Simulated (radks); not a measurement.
Results of a calculation; reference values are marked as such.
Species: Hg I. Configuration: [Xe] 4f14 5d10 6s1 6p1 (not the ground configuration). Code: a radial shooting solver on a logarithmic mesh with Libxc functionals. Model: Dirac Kohn-Sham, PBEsol, spin-unpolarised, spherical densities, finite nucleus; open shells fill j = l - 1/2 first; Fermi nuclear charge, rms radius 5.4648 fm.

X-ray form factor f0, the Fourier transform of the density (f0(0) = 80):

sin(theta)/lambda (1/angstrom),f0 (electrons)
0.05,78.810
0.1,75.852
0.15,72.065
0.2,68.016
0.25,63.999
0.3,60.171
0.4,53.324
0.5,47.596
0.6,42.805
0.8,35.136
1,29.095
1.25,23.311
1.5,19.322
2,14.957
